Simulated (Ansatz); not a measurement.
`C[S][Sn][S]C` + `[O]=[W]([OH])([F])=[S]` → `C[O][W](=[O])([F])=[S]` + `C[S][Sn][SH]`  (substitution at a C–S bond)

Program: Ansatz. Geometries: PBE0-D4/def2-TZVP. ΔE: electronic, gas phase. CCSD(T)/CBS adds triple-zeta CCSD(T) − MP2 to the extrapolated MP2 energy (def2 sets, frozen cores). DFT in def2-TZVPP. Elements past krypton have def2 core potentials. For Sn, W outer-core shells are correlated without core-valence functions, which leaves a few kJ/mol of doubt a bond. Each species was taken in one conformer, which may not be the lowest.

```tsv
level	ΔE (kJ/mol)
r2SCAN-D4	3.3
ωB97M-V	3.6
r2SCAN	2.4
HF/def2-QZVPP	-15.6
```

(1) What does CCSD(T)/CBS give? (An estimate is asked.)

Largest T1 diagnostic among the species: 0.023, so the coupled-cluster value is less sure than usual.

Results:

(1) The calculation gave: +5.0 kJ/mol. The listed levels differ from it by -1.7, -1.4, -2.6, -20.6 kJ/mol.

In def2-TZVPP, CCSD(T) changes the Hartree–Fock value by +15.1 kJ/mol (the triples alone add +2.2 kJ/mol) and MP2 by +18.5 kJ/mol. The D4 term adds +4.7 kJ/mol with B3LYP and +2.7 kJ/mol with PBE0; it sums over pairs of atoms, weighted by their polarisabilities, and B3LYP, whose exchange is more repulsive, gets the larger term.

B3LYP here is the variant with VWN-RPA as its local correlation; programs differ in this.
